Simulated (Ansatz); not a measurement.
System: chloro(2-methylpropyl)silane, C4H11ClSi, net charge 0, singlet state. 
Structure (B3LYP-D3(BJ)/def2-TZVP (Ansatz, a program for electronic structure) minimum search):
```xyz
17

C     -2.0460     0.6285    -0.4739
C     -1.3294    -0.6487    -0.0352
C     -2.3347    -1.7047     0.4266
C     -0.2901    -0.3764     1.0660
Si     1.1027     0.7992     0.6489
Cl     1.9803     0.2274    -1.1454
H     -2.7965     0.4098    -1.2354
H     -1.3550     1.3612    -0.8940
H     -2.5560     1.0976     0.3723
H     -0.7955    -1.0493    -0.9025
H     -1.8327    -2.6310     0.7130
H     -2.8996    -1.3487     1.2926
H     -3.0496    -1.9394    -0.3649
H     -0.7907     0.0262     1.9566
H      0.1699    -1.3190     1.3798
H      2.1521     0.7502     1.6894
H      0.6518     2.1959     0.4790
```
Charge 0, spin multiplicity 1.

Parts of the frozen-core correlation energy in aug-cc-pV(D+d)Z (Ansatz, hartree). Frozen orbitals: 14; correlated occupied orbitals by spin: 19 and 19; virtual: 222 and 222. No spin-orbit coupling. Non-relativistic.

| term | value |
|---|---|
| reference (HF) | -906.40106 |
| MP2 opposite-spin | -0.66185 |
| MP2 same-spin | -0.19999 |
| CCSD correlation | -0.94611 |
| (T) | -0.03122 |
| T1 diagnostic | 0.009 |
| largest doubles amplitude | 0.008 |
